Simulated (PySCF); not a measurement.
**Bonding in [Al(CCH)4]-**

[Al(CCH)4]-, C8H4Al (charge -1).
Structure used (PBE0-D3(BJ)/def2-SVP), in Å, numbered top down from 1:
```xyz
13
C8H4Al angstrom
Al    -0.0038   -0.0047    0.0014
C      0.0032   -0.0126    1.9767
C      0.0137   -0.0181    3.2010
H      0.0216   -0.0232    4.2756
C      1.8563   -0.0095   -0.6606
C      3.0106   -0.0131   -1.0686
H      4.0242   -0.0172   -1.4257
C     -0.9272    1.6173   -0.6466
C     -1.4955    2.6250   -1.0474
H     -1.9943    3.5100   -1.3979
C     -0.9411   -1.6108   -0.6650
C     -1.5171   -2.6087   -1.0791
H     -2.0199   -3.4865   -1.4417
```

Bond orders from the PBE0/pcSseg-1 (pcSseg-2 on Al) density (PySCF). Geometry: PBE0-D3(BJ)/def2-SVP; no solvent, vibrations or thermal averaging. The pcSseg-1 basis has no diffuse functions, a weakness for an anion.

Set the Mayer orders of the bonds between heavy atoms beside their lengths.

```
   bond  length (Å)  Mayer order
 Al1–C2       1.975        0.781
 Al1–C5       1.974        0.782
 Al1–C8       1.976        0.781
Al1–C11       1.975        0.782
  C2–C3       1.224        2.625
  C5–C6       1.224        2.624
  C8–C9       1.224        2.625
C11–C12       1.224        2.625
```

And the bonds to hydrogen?

C–H: 1.08 (4 bonds).

Sum the orders of all bonds at each heavy atom with more than one neighbour.

Al1 3.126, C2 3.406, C3 3.703, C5 3.406, C6 3.702, C8 3.406, C9 3.703, C11 3.407, C12 3.703. Orders between atoms that aren't bonded are not in these sums.

The Mayer order sums products of elements of PS (density times overlap matrix) between the two atoms' basis functions, so it depends on the basis set.

These values come from a run that also computed NMR shieldings. On one thread, Arm Neoverse V1 (aarch64), shared host with 32 logical CPUs at a one-minute load of 22, this took 37 s wall (grids of density and orbitals included) and 1.0 GiB of memory at its peak.
